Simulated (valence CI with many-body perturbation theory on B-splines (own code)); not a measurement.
# Level structure of Cl V

Calculated by relativistic CI+MBPT: three valence electrons over a frozen Dirac-Fock core [Ne], a basis of 11 s, 11 p, 10 d, 8 f, 5 g, 2 h functions for each j, with the one-electron correlation potential Σ1, the two-electron term Σ2, the three-electron term Σ3, Breit, model QED; selected CI, second order for the rest, scaled by the run's own slope (own B-spline code, finite nucleus).

No measured spectrum was set against this ion. As an estimate, levels hold to about 100 cm⁻¹ or 0.05 % of their energy and the worst to 300 or 400 cm⁻¹, as in measured light ions of charge 2 to 7.

Levels 136 to 176 of 176, with energies above the lowest level, 3s2 3p 2P°_1/2. "Leading %" is the weight of the configuration and term that name the level; weights of strongly mixed levels are sums over their largest components and can fall short. In the jj column 3d3/2^4 stands for four electrons in 3d with j = 3/2. Lifetimes count E1, E2, E3, M1 and M2 decay at the calculated energies, and are blank where another channel may lead or the interval is too uncertain; long ones can be off by a factor of two.

```
No.  Configuration  Term     J  E (eV)  Leading %             Leading jj  Second component  Lifetime
136       3s 3p 4d   2P°   1/2  56.564         93  3s 3p3/2 4d5/2 (78 %)                      649 ps
137         3s 3d2    2G   7/2  56.758         50  3s 3d3/2 3d5/2 (40 %)  33 % 3s 3p 4f 2G    430 ps
138         3s 3d2    2G   9/2  56.774         51  3s 3d3/2 3d5/2 (40 %)  32 % 3s 3p 4f 2G    429 ps
139         3s2 6d    2D   3/2  57.455         89      3s^2 6d3/2 (89 %)                      501 ps
140         3s2 6d    2D   5/2  57.455         89      3s^2 6d5/2 (89 %)                      490 ps
141       3s 3p 4f    4G   5/2  57.975         91  3s 3p1/2 4f5/2 (82 %)   5 % 3s 3p 4f 4F   61.1 ps
142       3s 3p 4f    4G   7/2  58.008         86  3s 3p1/2 4f5/2 (37 %)  10 % 3s 3p 4f 4F   60.3 ps
143       3s 3p 4f    4G   9/2  58.059         82  3s 3p1/2 4f7/2 (48 %)  14 % 3s 3p 4f 4F   59.9 ps
144         3s2 6f   2F°   5/2  58.125         95      3s^2 6f5/2 (95 %)                      197 ps
145         3s2 6f   2F°   7/2  58.126         95      3s^2 6f7/2 (95 %)                      197 ps
146       3s 3p 4f    4F   3/2  58.136         85  3s 3p1/2 4f5/2 (49 %)     6 % 3s 3d2 4F   52.2 ps
147       3s 3p 4f    4G  11/2  58.148         98  3s 3p3/2 4f7/2 (98 %)                     61.6 ps
148       3s 3p 4f    4F   5/2  58.151         78  3s 3p3/2 4f5/2 (36 %)     6 % 3s 3d2 4F   53.0 ps
149       3s 3p 4f    4F   7/2  58.175         74  3s 3p1/2 4f7/2 (31 %)  10 % 3s 3p 4f 4G   54.1 ps
150         3s2 6g    2G   7/2  58.183         94      3s^2 6g7/2 (94 %)                      525 ps
151         3s2 6g    2G   9/2  58.184         94      3s^2 6g9/2 (94 %)                      544 ps
152         3s 3d2    2D   5/2  58.208         41      3s 3d3/2^2 (20 %)  15 % 3s 3p 4f 2F   56.4 ps
153       3s 3p 4f    4F   9/2  58.211         76  3s 3p3/2 4f7/2 (70 %)  16 % 3s 3p 4f 4G   53.6 ps
154         3s2 6h   2H°   9/2  58.249         96      3s^2 6h9/2 (96 %)                      970 ps
155         3s2 6h   2H°  11/2  58.249         96     3s^2 6h11/2 (96 %)                      970 ps
156         3s 3d2    2D   3/2  58.249         51      3s 3d5/2^2 (23 %)    20 % 3p2 3d 2D   53.9 ps
157       3s 3p 4f    2F   5/2  58.268         60  3s 3p3/2 4f7/2 (28 %)     9 % 3s 3d2 2D   63.0 ps
158       3s 3p 4f    2F   7/2  58.286         73  3s 3p3/2 4f5/2 (45 %)    11 % 3s 3d2 2F   65.1 ps
159       3s 3p 4f    4D   7/2  58.558         93  3s 3p3/2 4f7/2 (52 %)                     67.9 ps
160       3s 3p 4f    4D   5/2  58.606         95  3s 3p3/2 4f7/2 (39 %)                     68.1 ps
161         3s2 7s    2S   1/2  58.611         95         3s^2 7s (95 %)                      411 ps
162       3s 3p 4f    4D   3/2  58.639         96  3s 3p3/2 4f5/2 (73 %)                     68.4 ps
163       3s 3p 4f    4D   1/2  58.658         97  3s 3p3/2 4f5/2 (97 %)                     68.6 ps
164         3s2 7p   2P°   1/2  59.244         92      3s^2 7p1/2 (92 %)                      829 ps
165         3s2 7p   2P°   3/2  59.254         93      3s^2 7p3/2 (93 %)                      870 ps
166       3s 3p 5s   4P°   1/2  59.509         97     3s 3p1/2 5s (89 %)                      148 ps
167       3s 3p 5s   4P°   3/2  59.575         96     3s 3p1/2 5s (60 %)                      148 ps
168       3s 3p 4f    2G   7/2  59.686         68  3s 3p1/2 4f7/2 (33 %)    26 % 3s 3d2 2G   55.9 ps
169       3s 3p 5s   4P°   5/2  59.699         98     3s 3p3/2 5s (98 %)                      147 ps
170       3s 3p 4f    2G   9/2  59.781         69  3s 3p3/2 4f5/2 (38 %)    26 % 3s 3d2 2G   55.9 ps
171       3s 3p 5s   2P°   1/2  59.917         92     3s 3p1/2 5s (70 %)                      156 ps
172       3s 3p 4f    2D   5/2  59.926         61  3s 3p3/2 4f7/2 (22 %)    14 % 3s 3d2 2D   67.8 ps
173       3s 3p 4f    2D   3/2  59.974         62  3s 3p3/2 4f7/2 (48 %)    13 % 3s 3d2 2D   69.3 ps
174       3s 3p 5s   2P°   3/2  60.053         92     3s 3p3/2 5s (87 %)                      153 ps
175         3s2 7d    2D   5/2  60.268         92      3s^2 7d5/2 (92 %)                      881 ps
176         3s2 7d    2D   3/2  60.268         91      3s^2 7d3/2 (91 %)                      826 ps
```

Names give the largest LS component (configuration and term), which can be under half, so a name can repeat, a term be missing and a line seem to break the LS rules; names also repeat where a configuration has a term twice.

Where two levels of one J and parity lie close, their mixing, g and order are uncertain.
